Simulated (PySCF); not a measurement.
Dipole moment and polarisability of WO2(SMe)2

Compound: WO2(SMe)2, C2H6O2S2W (singlet state).
Cartesian coordinates in Å at the PBE0-D3(BJ)/def2-SVP level; atoms count from 1:
```xyz
13
C2H6O2S2W angstrom
W      0.101   -0.511    0.802
O      0.307   -0.712    2.482
O      1.627   -0.646    0.049
S     -0.751    1.627    0.371
C      0.596    2.695    0.998
H      0.742    2.539    2.075
H      0.279    3.731    0.822
H      1.532    2.502    0.457
S     -1.358   -2.125    0.001
C     -0.828   -2.256   -1.747
H     -0.800   -1.275   -2.238
H     -1.574   -2.886   -2.248
H      0.158   -2.735   -1.802
```

Level: CAM-B3LYP/def2-SVPD (PySCF), static field, nuclei fixed, core orbitals frozen in the response. The polarisability tensor in these axes (au):

```
x   100.08  12.32   8.27
y    12.32 138.80  15.24
z     8.27  15.24 107.02
```

Q: Diagonalise the tensor; give its mean and Δα, where Δα² is half the sum of the squared differences of the eigenvalues.

A: Principal values 94.44, 102.22 and 149.23 au; mean 115.30 au = 17.09 Å³ = 19.01 × 10⁻⁴⁰ C²·m²/J; Δα = 51.34 au (45 % of the mean).

Q: What is the dipole moment, and where does it point?

A: (-1.08, 0.72, -2.68) D, 2.97 D in size, pointing from the negative to the positive side. Measured along this direction, the outermost atoms are O2 at the negative end and H11 and H12 at the positive end.

Q: Refractivity n − 1 of an ideal gas of it at 350 K and 1 atm, from the electronic α?

A: N = p/kT = 2.0968 × 10¹⁹ cm⁻³, so n − 1 = 2π × N × 17.09 × 10⁻²⁴ cm³ = 2251 × 10⁻⁶ at long wavelengths.

Q: Estimate the molar refractivity from the static electronic polarisability.

A: Lorentz–Lorenz: R = (4π/3)N_A α = 2.5225 cm³/(mol·Å³) × 17.09 Å³ = 43.1 cm³/mol, in the limit of long wavelengths.

Q: Give the principal axes and the span of the nuclei along them.

A: Largest value along (0.28, 0.88, 0.37), where the nuclei span 7.52 Å; middle along (0.40, -0.46, 0.79), 3.92 Å; least along (0.87, -0.08, -0.48), 2.47 Å. The response follows the extents in order.

Isolated species at its PBE0-D3(BJ)/def2-SVP geometry, gas phase. Atoms past krypton carry effective core potentials; spin–orbit coupling is left out.

The run behind these numbers computed excited states and ΔSCF ions as well. Hardware: one thread, Intel Xeon at 2.70 GHz (x86_64), shared host with 64 logical CPUs at a one-minute load of 62. Cost: 7.7 min wall (with the writing of density and orbital grids), 1.4 GiB resident at most.
